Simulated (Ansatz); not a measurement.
`[CH3][V](=[O])([F])[F]` + H₂O → `[O]=[V]([OH])([F])[F]` + CH₄ at 700 K and 1 bar (formal hydrolysis of a V–C bond).

Computed with Ansatz on PBE0-D4/def2-TZVP structures; ΔE is electronic, products minus reactants. CBS: MP2 limit from def2 TZ/QZ plus the TZ coupled-cluster correction, frozen cores. This one scheme is used for every species. For V outer-core shells are correlated without core-valence functions, which leaves a few kJ/mol of doubt a bond. Scalar relativity is left out up to krypton. Each species was taken in one conformer, which may not be the lowest.

```
                 species  CCSD(T)/CBS energy (Eh)  H − E (kJ/mol)  S (J/(mol·K))
`[CH3][V](=[O])([F])[F]`              -1258.19882           184.4          440.8
                     H₂O                -76.37941            80.5          218.4
 `[O]=[V]([OH])([F])[F]`              -1294.15888           118.8          409.2
                     CH₄                -40.46206           145.9          224.0
```

H − E and S are ideal-gas, rigid-rotor, harmonic terms from PBE0-D4/def2-TZVP, for one conformer and one mirror image of each species. 1 Eh = 2625.50 kJ/mol, R = 8.31446 J/(mol·K).

Q: By hand: ΔE, ΔH, ΔS and ΔG.

A: ΔE = (-1294.15888) + (-40.46206) − (-1258.19882) − (-76.37941) = -0.04271 Eh = -112.1 kJ/mol. Δ(H − E) = 118.8 + 145.9 − 184.4 − 80.5 = -0.2, so ΔH = -112.3 kJ/mol. ΔS = 409.2 + 224.0 − 440.8 − 218.4 = -26.0 J/(mol·K). ΔG = -112.3 − 700 × (-26.0)/1000 = -94.1 kJ/mol.

Q: By hand: the equilibrium constant, and the temperature at which ΔG would vanish if ΔH and ΔS stayed fixed.

A: log₁₀ K = −ΔG/(RT ln 10) = 7.0. ΔG = 0 at ΔH/ΔS = 4319 K, far beyond where these terms or the molecules hold.

ΔH outweighs TΔS. A doubt of 5 kJ/mol in ΔE shifts log₁₀ K by 0.4 here. Other conformers and mirror images would add mixing entropy, several J/(mol·K) or more a flexible species. These are equilibria of isolated gas molecules and say nothing of rates. Largest T1 diagnostic: 0.032 (customary marks: 0.02 for closed shells, 0.045 for open ones).
